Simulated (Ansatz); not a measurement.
Input file for Ansatz (a quantum-chemistry and plane-wave program): U-B3LYP/cc-pVTZ on GaH3O2 (SMILES [OH][GaH][OH]), a point of a bond scan (R = 2.088 Å).

Ansatz 0.2 input:
```yaml
crystal:
  periodic: [false, false, false]
  atoms:
    - {symbol: Ga, position_ang: [-0.24404156, -0.17751198, -0.15122784]}
    - {symbol: H, position_ang: [-1.74279671, -1.30986568, -1.06365651]}
    - {symbol: O, position_ang: [0.02041342, 1.53779605, -0.57659188]}
    - {symbol: H, position_ang: [0.74228075, 1.94032686, -0.08185129]}
    - {symbol: O, position_ang: [0.90232372, -0.75596542, 1.10558427]}
    - {symbol: H, position_ang: [0.79534111, -1.67580809, 1.36507609]}
basis:
  gaussian:
    orbitals: cc-pVTZ
hamiltonian:
  xc: {name: B3LYP}
magnetization: {spin_polarized: true, initial_magnetization: 0}
```

Output:

```
WARN ansatz: RAYON_NUM_THREADS=1 ignored (pool sized by the plan → 1); use --threads N
Functional definition: B3LYP
integrals: 0.05 GiB planned
906 factors; their error is unknown
mean field: 0.72 GiB planned
mean field evaluation 1: about -56513.4845 eV, gradient 6.1e1 eV
mean field evaluation 2: about -56455.4037 eV, gradient 1.3e2 eV
mean field evaluation 4: about -56525.0104 eV, gradient 8.1e0 eV
mean field evaluation 8: about -56525.3027 eV, gradient 2.1e-1 eV
mean field evaluation 16: about -56525.4551 eV, gradient 3.2e-5 eV
mean field -56525.45506867 eV, -2077.2721594442 hartree, gradient 3.2e-5 eV, S^2 0.000000; 0 other end points of the search recorded, 0 dependent functions left out
reference -56525.45530271 eV, -2077.2721680450 hartree; 25, 25 occupied and 120, 120 virtual orbitals, 906 factors
Total energy: -56525.45530271 eV, -2077.2721680450 hartree
```

The calculation finished and met its thresholds.

Cost: about 7 core-seconds (a rough figure).
